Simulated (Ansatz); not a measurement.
These are B3LYP-D3(BJ)/def2-TZVP in Ansatz (a quantum-chemistry and plane-wave program) values and carry that method's errors. No frequencies were computed at this level.

Ansatz 0.2 input:
```yaml
crystal:
  periodic: [false, false, false]
  atoms:
    - { symbol: C, position_ang: [2.063793, 0.890556, 0.648981] }
    - { symbol: C, position_ang: [1.130631, 0.149684, 0.500134] }
    - { symbol: C, position_ang: [0.045285, -0.736611, 0.352146] }
    - { symbol: C, position_ang: [-1.149711, -0.33724, 0.005756] }
    - { symbol: N, position_ang: [-2.195831, -0.015939, -0.508523] }
    - { symbol: H, position_ang: [2.886129, 1.530002, 0.764968] }
    - { symbol: H, position_ang: [0.220512, -1.78193, 0.563169] }
    - { symbol: H, position_ang: [-3.000799, 0.301483, 0.013338] }
basis:
  gaussian: { orbitals: def2-tzvp }
hamiltonian:
  xc: b3lyp
  dispersion: d3bj
relax:
  max_steps: 150
```

Output:

```
Functional definition: B3LYP
1007 factors; their error is unknown
mean field evaluation 1: about -5676.5439 eV, gradient 6.4e1 eV
mean field evaluation 2: about -5674.1210 eV, gradient 7.0e1 eV
mean field evaluation 4: about -5685.5996 eV, gradient 4.8e0 eV
mean field evaluation 8: about -5685.6490 eV, gradient 2.2e-1 eV
mean field evaluation 16: about -5685.6535 eV, gradient 3.6e-4 eV
mean field -5685.65351654 eV, -208.9439128585 hartree, gradient 5.1e-5 eV, S^2 0.000000; 0 other end points of the search recorded, 0 dependent functions left out
reference -5685.65376135 eV, -208.9439218550 hartree; 17, 17 occupied and 156, 156 virtual orbitals, 1007 factors
relax step   1: F+E_penalty+E_count = -5685.90579093 eV  Δ(F+E_penalty+E_count) = +0.000e0 eV  max|allowed force component| = 8.010e-1 eV/Å  Δτ_max = 0.0000 Å  (31 SCF iters, accepted)
these checks for a lower state are left out or cut short: starts, cluster_reference, orbital_swaps, neighbouring_geometries, increment
1007 factors; their error is unknown
mean field -5685.67145451 eV, -208.9445720668 hartree, gradient 1.5e-5 eV, S^2 0.000000; 0 other end points of the search recorded, 0 dependent functions left out
reference -5685.67169968 eV, -208.9445810764 hartree; 17, 17 occupied and 156, 156 virtual orbitals, 1007 factors
relax step   2: F+E_penalty+E_count = -5685.92296741 eV  Δ(F+E_penalty+E_count) = -1.718e-2 eV  max|allowed force component| = 3.405e-1 eV/Å  Δτ_max = 0.0332 Å  (34 SCF iters, accepted)
these checks for a lower state are left out or cut short: starts, cluster_reference, orbital_swaps, neighbouring_geometries, increment
1007 factors; their error is unknown
mean field evaluation 32: about -5685.6704 eV, gradient 1.5e-5 eV
mean field -5685.67044282 eV, -208.9445348879 hartree, gradient 1.5e-5 eV, S^2 0.000000; 0 other end points of the search recorded, 0 dependent functions left out
reference -5685.67068818 eV, -208.9445439048 hartree; 17, 17 occupied and 156, 156 virtual orbitals, 1007 factors
relax step   3: F+E_penalty+E_count = -5685.92102476 eV  Δ(F+E_penalty+E_count) = +1.943e-3 eV  max|allowed force component| = 4.883e-1 eV/Å  Δτ_max = 0.0535 Å  (34 SCF iters, rejected (line search))
these checks for a lower state are left out or cut short: starts, cluster_reference, orbital_swaps, neighbouring_geometries, increment
1007 factors; their error is unknown
mean field -5685.68115567 eV, -208.9449285779 hartree, gradient 1.7e-5 eV, S^2 0.000000; 0 other end points of the search recorded, 0 dependent functions left out
reference -5685.68140051 eV, -208.9449375753 hartree; 17, 17 occupied and 156, 156 virtual orbitals, 1007 factors
relax step   4: F+E_penalty+E_count = -5685.93218662 eV  Δ(F+E_penalty+E_count) = -9.219e-3 eV  max|allowed force component| = 2.465e-1 eV/Å  Δτ_max = 0.0263 Å  (35 SCF iters, accepted)
these checks for a lower state are left out or cut short: starts, cluster_reference, orbital_swaps, neighbouring_geometries, increment
1007 factors; their error is unknown
mean field -5685.68338401 eV, -208.9450104678 hartree, gradient 1.8e-5 eV, S^2 0.000000; 0 other end points of the search recorded, 0 dependent functions left out
reference -5685.68362876 eV, -208.9450194621 hartree; 17, 17 occupied and 156, 156 virtual orbitals, 1007 factors
relax step   5: F+E_penalty+E_count = -5685.93450200 eV  Δ(F+E_penalty+E_count) = -2.315e-3 eV  max|allowed force component| = 2.348e-1 eV/Å  Δτ_max = 0.0095 Å  (37 SCF iters, accepted)
these checks for a lower state are left out or cut short: starts, cluster_reference, orbital_swaps, neighbouring_geometries, increment
1007 factors; their error is unknown
mean field -5685.68728395 eV, -208.9451537880 hartree, gradient 1.7e-5 eV, S^2 0.000000; 0 other end points of the search recorded, 0 dependent functions left out
reference -5685.68752825 eV, -208.9451627657 hartree; 17, 17 occupied and 156, 156 virtual orbitals, 1007 factors
relax step   6: F+E_penalty+E_count = -5685.93883604 eV  Δ(F+E_penalty+E_count) = -4.334e-3 eV  max|allowed force component| = 1.180e-1 eV/Å  Δτ_max = 0.0323 Å  (34 SCF iters, accepted)
these checks for a lower state are left out or cut short: starts, cluster_reference, orbital_swaps, neighbouring_geometries, increment
1007 factors; their error is unknown
mean field -5685.67813459 eV, -208.9448175553 hartree, gradient 1.9e-5 eV, S^2 0.000000; 0 other end points of the search recorded, 0 dependent functions left out
reference -5685.67837887 eV, -208.9448265323 hartree; 17, 17 occupied and 156, 156 virtual orbitals, 1007 factors
relax step   7: F+E_penalty+E_count = -5685.92930466 eV  Δ(F+E_penalty+E_count) = +9.531e-3 eV  max|allowed force component| = 6.989e-1 eV/Å  Δτ_max = 0.0318 Å  (34 SCF iters, rejected (line search))
these checks for a lower state are left out or cut short: starts, cluster_reference, orbital_swaps, neighbouring_geometries, increment
1007 factors; their error is unknown
mean field evaluation 64: about -5685.6869 eV, gradient 4.7e-1 eV
mean field -5685.68720552 eV, -208.9451509056 hartree, gradient 1.6e-5 eV, S^2 0.000000; 0 other end points of the search recorded, 0 dependent functions left out
reference -5685.68744970 eV, -208.9451598792 hartree; 17, 17 occupied and 156, 156 virtual orbitals, 1007 factors
relax step   8: F+E_penalty+E_count = -5685.93882083 eV  Δ(F+E_penalty+E_count) = +1.520e-5 eV  max|allowed force component| = 2.054e-1 eV/Å  Δτ_max = 0.0159 Å  (34 SCF iters, rejected (line search))
these checks for a lower state are left out or cut short: starts, cluster_reference, orbital_swaps, neighbouring_geometries, increment
1007 factors; their error is unknown
mean field -5685.68791120 eV, -208.9451768389 hartree, gradient 1.9e-5 eV, S^2 0.000000; 0 other end points of the search recorded, 0 dependent functions left out
reference -5685.68815548 eV, -208.9451858162 hartree; 17, 17 occupied and 156, 156 virtual orbitals, 1007 factors
relax step   9: F+E_penalty+E_count = -5685.93944144 eV  Δ(F+E_penalty+E_count) = -6.054e-4 eV  max|allowed force component| = 3.618e-2 eV/Å  Δτ_max = 0.0079 Å  (35 SCF iters, accepted)
these checks for a lower state are left out or cut short: starts, cluster_reference, orbital_swaps, neighbouring_geometries, increment
1007 factors; their error is unknown
mean field -5685.68797530 eV, -208.9451791946 hartree, gradient 1.9e-5 eV, S^2 0.000000; 0 other end points of the search recorded, 0 dependent functions left out
reference -5685.68821973 eV, -208.9451881771 hartree; 17, 17 occupied and 156, 156 virtual orbitals, 1007 factors
relax step  10: F+E_penalty+E_count = -5685.93941788 eV  Δ(F+E_penalty+E_count) = +2.356e-5 eV  max|allowed force component| = 4.508e-2 eV/Å  Δτ_max = 0.0058 Å  (36 SCF iters, rejected (line search))
these checks for a lower state are left out or cut short: starts, cluster_reference, orbital_swaps, neighbouring_geometries, increment
1007 factors; their error is unknown
mean field -5685.68800900 eV, -208.9451804330 hartree, gradient 1.9e-5 eV, S^2 0.000000; 0 other end points of the search recorded, 0 dependent functions left out
reference -5685.68825326 eV, -208.9451894094 hartree; 17, 17 occupied and 156, 156 virtual orbitals, 1007 factors
relax step  11: F+E_penalty+E_count = -5685.93956207 eV  Δ(F+E_penalty+E_count) = -1.206e-4 eV  max|allowed force component| = 1.110e-2 eV/Å  Δτ_max = 0.0028 Å  (36 SCF iters, accepted)
these checks for a lower state are left out or cut short: starts, cluster_reference, orbital_swaps, neighbouring_geometries, increment
1007 factors; their error is unknown
mean field evaluation 96: about -5685.6880 eV, gradient 1.9e-5 eV
mean field -5685.68802241 eV, -208.9451809259 hartree, gradient 1.9e-5 eV, S^2 0.000000; 0 other end points of the search recorded, 0 dependent functions left out
reference -5685.68826671 eV, -208.9451899038 hartree; 17, 17 occupied and 156, 156 virtual orbitals, 1007 factors
relax step  12: F+E_penalty+E_count = -5685.93957451 eV  Δ(F+E_penalty+E_count) = -1.244e-5 eV  max|allowed force component| = 1.303e-2 eV/Å  Δτ_max = 0.0029 Å  (36 SCF iters, accepted)
these checks for a lower state are left out or cut short: starts, cluster_reference, orbital_swaps, neighbouring_geometries, increment
1007 factors; their error is unknown
mean field -5685.68806599 eV, -208.9451825274 hartree, gradient 1.9e-5 eV, S^2 0.000000; 0 other end points of the search recorded, 0 dependent functions left out
reference -5685.68831033 eV, -208.9451915068 hartree; 17, 17 occupied and 156, 156 virtual orbitals, 1007 factors
relax step  13: F+E_penalty+E_count = -5685.93959427 eV  Δ(F+E_penalty+E_count) = -1.976e-5 eV  max|allowed force component| = 1.039e-2 eV/Å  Δτ_max = 0.0017 Å  (36 SCF iters, accepted)
these checks for a lower state are left out or cut short: starts, cluster_reference, orbital_swaps, neighbouring_geometries, increment
1007 factors; their error is unknown
mean field -5685.68805037 eV, -208.9451819534 hartree, gradient 1.9e-5 eV, S^2 0.000000; 0 other end points of the search recorded, 0 dependent functions left out
reference -5685.68829473 eV, -208.9451909332 hartree; 17, 17 occupied and 156, 156 virtual orbitals, 1007 factors
relax step  14: F+E_penalty+E_count = -5685.93959411 eV  Δ(F+E_penalty+E_count) = +1.610e-7 eV  max|allowed force component| = 7.564e-3 eV/Å  Δτ_max = 0.0009 Å  (36 SCF iters, rejected (line search))
these checks for a lower state are left out or cut short: starts, cluster_reference, orbital_swaps, neighbouring_geometries, increment
1007 factors; their error is unknown
mean field -5685.68806077 eV, -208.9451823356 hartree, gradient 1.9e-5 eV, S^2 0.000000; 0 other end points of the search recorded, 0 dependent functions left out
reference -5685.68830512 eV, -208.9451913152 hartree; 17, 17 occupied and 156, 156 virtual orbitals, 1007 factors
relax step  15: F+E_penalty+E_count = -5685.93959716 eV  Δ(F+E_penalty+E_count) = -2.889e-6 eV  max|allowed force component| = 2.308e-3 eV/Å  Δτ_max = 0.0004 Å  (36 SCF iters, accepted)
1007 factors; their error is unknown
mean field evaluation 128: about -5685.6397 eV, gradient 4.6e0 eV
mean field -5685.68806077 eV, -208.9451823356 hartree, gradient 1.9e-5 eV, S^2 0.000000; 1 other end points of the search recorded, 0 dependent functions left out
reference -5685.68830512 eV, -208.9451913152 hartree; 17, 17 occupied and 156, 156 virtual orbitals, 1007 factors
Total energy: -5685.93984151 eV, -208.9544351069 hartree
Atom 0 at     2.071443     0.893707     0.651148 Å, force    -0.000614    -0.001050    -0.000226 eV/Å
Atom 1 at     1.130446     0.158251     0.507586 Å, force    -0.000278     0.000144     0.000240 eV/Å
Atom 2 at     0.043579    -0.733255     0.349692 Å, force     0.000656     0.000194    -0.000029 eV/Å
Atom 3 at    -1.150843    -0.343479    -0.053864 Å, force    -0.002308    -0.000465    -0.000381 eV/Å
Atom 4 at    -2.212301    -0.024430    -0.544521 Å, force     0.001018     0.000191     0.000777 eV/Å
Atom 5 at     2.900738     1.545490     0.772161 Å, force     0.000595     0.000276     0.000105 eV/Å
Atom 6 at     0.174665    -1.784504     0.582141 Å, force     0.000678     0.000853    -0.000041 eV/Å
Atom 7 at    -2.957717     0.288225     0.075626 Å, force     0.000251    -0.000142    -0.000445 eV/Å
Dipole moment:    -0.220587    -0.030409     0.249868 e Å
```

Cost: very roughly 2.0 core-minutes.
